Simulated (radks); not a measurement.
Species: Au. Configuration: [Xe] 4f14 5d10 6s1. All-electron calculation, scalar-relativistic Kohn-Sham, BLYP, spin-polarised, spherical densities, finite nucleus; open shells are filled with parallel spins first (spin-orbit coupling, left out, can overturn this in heavy ions); Fermi nuclear charge, rms radius 5.4371 fm. Program: a radial shooting solver on a logarithmic mesh with Libxc functionals.

Unscreened Slater integrals over Kohn-Sham orbitals (hartree). They are taken over the spin-up orbitals.

\begin{tabular}{lr}
integral & value \\ \hline
F0(6s,6s) & 0.31639 \\
F0(6s,5d) & 0.37900 \\
G2(6s,5d) & 0.093523 \\
F0(6s,5p) & 0.40171 \\
G1(6s,5p) & 0.024926 \\
F0(6s,4f) & 0.42036 \\
G3(6s,4f) & 0.0090957 \\
F0(5d,5d) & 0.56037 \\
F2(5d,5d) & 0.28115 \\
F4(5d,5d) & 0.18329 \\
F0(5d,5p) & 0.66069 \\
F2(5d,5p) & 0.31437 \\
G1(5d,5p) & 0.37221 \\
G3(5d,5p) & 0.22889 \\
F0(5d,4f) & 0.74460 \\
F2(5d,4f) & 0.16279 \\
F4(5d,4f) & 0.074250 \\
G1(5d,4f) & 0.051001 \\
G3(5d,4f) & 0.048302 \\
G5(5d,4f) & 0.038720 \\
F0(5p,5p) & 0.83880 \\
F2(5p,5p) & 0.45099 \\
F0(5p,4f) & 1.0361 \\
F2(5p,4f) & 0.32016 \\
G2(5p,4f) & 0.12053 \\
G4(5p,4f) & 0.10228 \\
F0(4f,4f) & 1.8343 \\
F2(4f,4f) & 0.91129 \\
F4(4f,4f) & 0.58036 \\
F6(4f,4f) & 0.42008 \\
\end{tabular}
